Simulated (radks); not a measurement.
Spherical jellium clusters: N electrons in a uniform positive sphere of charge N and radius rs N^(1/3), rs = 3.72 bohr. Calculated with a radial shooting solver with Libxc functionals: non-relativistic Kohn-Sham, LDA (Slater exchange, Perdew-Wang correlation), spin-polarised, spherical densities. Levels are named by radial order and angular momentum (1s, 1p, 1d, 2s, ...), and open shells are averaged over m. Each electron was tried in the lowest free levels, single moves between levels near the top were tried too, and the lowest total energy was kept; such a search can miss a lower state. Energies include the self-energy of the background; IP and EA are vertical (highest electron removed, lowest free level filled), at fixed background; spill-out counts the electrons outside the background radius R, and alpha is the static dipole polarisability from linear response (closed shells only). A dash means not computed or, for alpha, an open shell; in EA it means that no bound solution was reached, which is typical of self-interaction and does not show that the anion is unstable. Real open-shell clusters deform, which this model forbids.

N,open shells,2S,E/N (eV),E(N+1) + E(N-1) - 2E(N) (eV),EA (eV),spill-out (e)
1,"1s(up 1, down 0)",1,-1.163,-,-,0.41
2,none,0,-1.658,1.236,-,0.58
3,"1p(up 1, down 0)",1,-1.411,-0.692,-,0.90
4,"1p(up 2, down 0)",2,-1.461,-0.503,-,1.09
5,"1p(up 3, down 0)",3,-1.591,0.310,-,1.21
6,"1p(up 3, down 1)",2,-1.626,-0.407,-,1.36
7,"1p(up 3, down 2)",1,-1.709,-0.297,1.688,1.48
8,none,0,-1.809,1.360,-,1.58
9,"1d(up 1, down 0)",1,-1.736,-0.292,-,1.77
10,"1d(up 2, down 0)",2,-1.706,-0.252,-,1.92
11,"1d(up 3, down 0)",3,-1.704,-0.217,1.342,2.05
12,"1d(up 4, down 0)",4,-1.721,-0.188,1.543,2.15
13,"1d(up 5, down 0)",5,-1.750,0.358,-,2.25
14,"1d(up 5, down 1)",4,-1.749,-0.198,1.441,2.36
15,"1d(up 5, down 2)",3,-1.762,-0.171,1.628,2.46
16,"1d(up 5, down 3)",2,-1.783,-0.149,1.790,2.55
17,"1d(up 5, down 4)",1,-1.811,-0.130,1.931,2.64
18,none,0,-1.843,0.229,1.753,2.72
19,"2s(up 1, down 0)",1,-1.859,0.207,1.619,2.89
20,none,0,-1.864,0.525,-,3.10
21,"1f(up 1, down 0)",1,-1.843,-0.139,1.264,3.20
22,"1f(up 2, down 0)",2,-1.830,-0.127,1.400,3.29
23,"1f(up 3, down 0)",3,-1.824,-0.117,1.523,3.37
24,"1f(up 4, down 0)",4,-1.823,-0.108,1.635,3.45
25,"1f(up 5, down 0)",5,-1.827,-0.099,1.737,3.52
26,"1f(up 6, down 0)",6,-1.834,-0.092,1.832,3.59
27,"1f(up 7, down 0)",7,-1.844,0.317,1.525,3.65
28,"1f(up 7, down 1)",6,-1.842,-0.103,1.637,3.73
29,"1f(up 7, down 2)",5,-1.844,-0.095,1.739,3.81
30,"1f(up 7, down 3)",4,-1.849,-,1.833,3.88

All shells are closed at N = 2, 8, 18, 20 (there: 1s2 1p6 1d10 2s2); the second difference of the energy has clear peaks (12 % above both neighbours; the first and last values, which can be the largest, are not judged, and half-filled shells can peak too) at N = 5, 8, 13, 20, 27.
